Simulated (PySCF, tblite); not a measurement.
Calculations on `BC#C[C@@H]([CH2])COC` [radical], in the order of a workflow; each names the level of the geometry that it ran on. Settings lines and outputs come from a driver script.

C6H10BO (doublet state).
Atom-mapped SMILES: `[BH2:1][C:2]#[C:3][C@@H:4]([CH2:5])[CH2:6][O:7][CH3:8]` (hydrogens: H9, H10 on B1; H11 on C4; H12, H13 on C5; H14, H15 on C6; H16, H17, H18 on C8)

Step 1: GFN2-xTB geometry optimisation, gas phase (tblite 0.8.0) (from a force-field or distance-geometry start)
```json
{"job": {"kind": "relax", "xc": "GFN2-xTB", "basis": "xTB"}, "charge": 0, "multiplicity": 2}
```
```
step      E/eV     max force
  0    -627.14179    2.938
  1    -627.52260    1.735
  2    -627.63923    3.679
...
107    -628.15633    0.017
108    -628.15637    0.054
109    -628.15641    0.016
110    -628.15644    0.014
111    -628.15646    0.006
```

Energy lowered by 23.4 kcal/mol over 111 steps; largest atomic force 0.006 eV/Å at the end. «max force» is the largest atomic force in eV/Å.

On one thread of an Arm Neoverse V2 (shared host), this took 0.61 s wall.

Step 2: GFN2-xTB harmonic vibrations, gas phase (tblite 0.8.0) (on the GFN2-xTB geometry)
```json
{"job": {"kind": "ir", "xc": "GFN2-xTB", "basis": "xTB"}, "charge": 0, "multiplicity": 2}
```
```
(table of modes left out)
```

48 modes from 56 to 3158 cm⁻¹ (unscaled, harmonic); zero-point energy 87.0 kcal/mol; all wavenumbers are real at this level.

Time: 0.5 s. Hardware: an Arm Neoverse V2 with one thread, no GPU, shared host with 96 logical CPUs at a one-minute load of 79.

Step 3: UKS B3LYP, pcH-1 on B C H O, non-relativistic, mean-field spin-orbit, GIAO (PySCF 2.14.0) (on the GFN2-xTB geometry)
```json
{"job": {"kind": "epr", "basis": "pcH-1"}, "charge": 0, "multiplicity": 2}
```
```
...
E = -334.60245634 Eh   <S^2> = 0.7558 (exact 0.7500)
g shifts (ppm)      1          2          3
  rmc          -158       -158       -158
  gc              7         41         25
  oz_so          31        463        654
  total        -120        346        521
hyperfine (MHz)  atom isotope    a_iso     a_fc   dipolar eigenvalues
    0   11B       0.60       0.60     -2.56     -1.45      4.00
    1   13C       4.88       4.88     -6.49     -5.01     11.49
    2   13C      92.63      92.63     -9.61     -0.84     10.45
    3   13C     -20.27     -20.27     -2.63      0.92      1.71
    4   13C     109.31     109.31    -77.19    -76.21    153.40
    5   13C      19.85      19.85     -3.89     -3.23      7.12
    6   17O      -2.68      -2.68     -7.80      3.78      4.02
    7   13C      32.16      32.16     -6.22     -5.66     11.88
    8    1H      -2.73      -2.73     -1.46     -0.59      2.05
    9    1H      -2.70      -2.70     -1.47     -0.54      2.01
   10    1H       8.25       8.25     -4.85     -3.72      8.57
   11    1H     -55.35     -55.35    -36.52     -0.91     37.42
   12    1H     -54.48     -54.48    -35.91     -1.72     37.64
   13    1H      -2.51      -2.51     -3.12     -2.46      5.58
   14    1H       3.29       3.29     -2.56     -1.40      3.96
...
```

⟨S²⟩ 0.756; g_iso 2.0026. rmc, gc and oz_so are the mass-correction, gauge-correction and orbital-Zeeman/spin–orbit parts of the g shift along its three principal axes; a_iso is the isotropic hyperfine coupling and a_fc its Fermi-contact part. The log counts atoms from 0, this text from 1.

Time: 97 s (with the writing of density and orbital grids); peak memory 0.97 GiB. Hardware: one thread, Arm Neoverse V2 (aarch64), shared host with 96 logical CPUs at a one-minute load of 75.

Geometry of the electronic-property runs (GFN2-xTB):
```
atom  x, y, z in Å
B1    -4.0051    0.4359   -0.2503
C2    -2.5755    0.2425    0.1176
C3    -1.4145    0.1250    0.4541
C4    -0.0178   -0.1244    0.7751
C5     0.2125   -1.3934    0.0516
C6     0.8786    1.0415    0.2923
O7     2.2107    0.8747    0.7009
C8     2.8889   -0.1361    0.0045
H9    -4.8445    0.0243    0.4545
H10   -4.2729    0.9989   -1.2415
H11    0.1195   -0.2464    1.8543
H12    0.1317   -2.3320    0.5673
H13    0.1337   -1.3992   -1.0208
H14    0.8080    1.1296   -0.8015
H15    0.5387    1.9735    0.7505
H16    3.8653   -0.2445    0.4720
H17    3.0083    0.1222   -1.0554
H18    2.3256   -1.0860    0.0690
```

 (This holds for the electronic-property runs.)

One conformer stands for the species.
